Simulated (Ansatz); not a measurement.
Two isomers of C4H3F3: A = `CC#CC(F)(F)F`, B = `FC1C=CC1(F)F`.

Computed with Ansatz on PBE0-D4/def2-TZVP structures; ΔE is electronic, products minus reactants. CCSD(T)/CBS is the MP2 limit (def2-TZVPP, def2-QZVPP) plus CCSD(T) − MP2 in def2-TZVPP, frozen cores. Functionals use def2-TZVPP. B3LYP here is the variant with VWN-RPA as its local correlation; programs differ in this.

A:

```xyz
10

C    -1.8767   -0.0606   -0.8972
C    -0.5729   -0.0181   -0.2741
C     0.5083    0.0184    0.2427
C     1.8200    0.0588    0.8701
F     2.3648   -1.1610    0.9502
F     1.7555    0.5482    2.1142
F     2.6708    0.8301    0.1827
H    -1.8614    0.4617   -1.8564
H    -2.6236    0.4161   -0.2583
H    -2.1848   -1.0937   -1.0737
```

B:

Z-matrix (Å, degrees):
```
C
C 1 1.505
F 1 1.366 2 116.2
C 1 1.556 2 84.7 3 -115.5
H 1 1.093 2 116.7 3 130.1
C 2 1.335 1 95.2 3 118.5
H 2 1.082 1 131.2 3 -63.7
F 4 1.353 1 115.6 2 -120.4
F 4 1.345 1 114.3 2 114.8
H 6 1.082 2 134.7 1 174.8
```

**Question.** Which is lower in electronic energy at CCSD(T)/CBS, and by how much? (An estimate is asked.)

**Answer.** The calculation gave: A, by 12.8 kJ/mol.

**Question.** Give E(B) − E(A) in kJ/mol with B3LYP, HF/def2-TZVPP, ωB97M-V, CCSD(T)/def2-TZVPP, PBE-D4, BLYP-D4, r2SCAN-D4. (Best estimate.)

**Answer.** The calculation gave: B3LYP 26.3, HF/def2-TZVPP 28.8, ωB97M-V 10.4, CCSD(T)/def2-TZVPP 18.6, PBE-D4 7.8, BLYP-D4 26.4, r2SCAN-D4 17.8. None reverses the order clearly.

**Question.** Does the order hold for the free energy at 298.15 K (harmonic terms from PBE0-D4)? (Best estimate.)

**Answer.** Computed: Yes: G(B) − G(A) = +23.2 kJ/mol. Modes under 60 cm⁻¹, often nearly free rotors, make the harmonic entropy too high.

Largest T1 diagnostic: 0.012.

From PBE to PBE0 (25 % exact exchange), in def2-TZVPP and without D4, E(B) − E(A) moves by −6.2 kJ/mol. At CCSD(T), def2-SVP lies +20.4 kJ/mol from the extrapolated value and def2-TZVPP +5.7 kJ/mol.
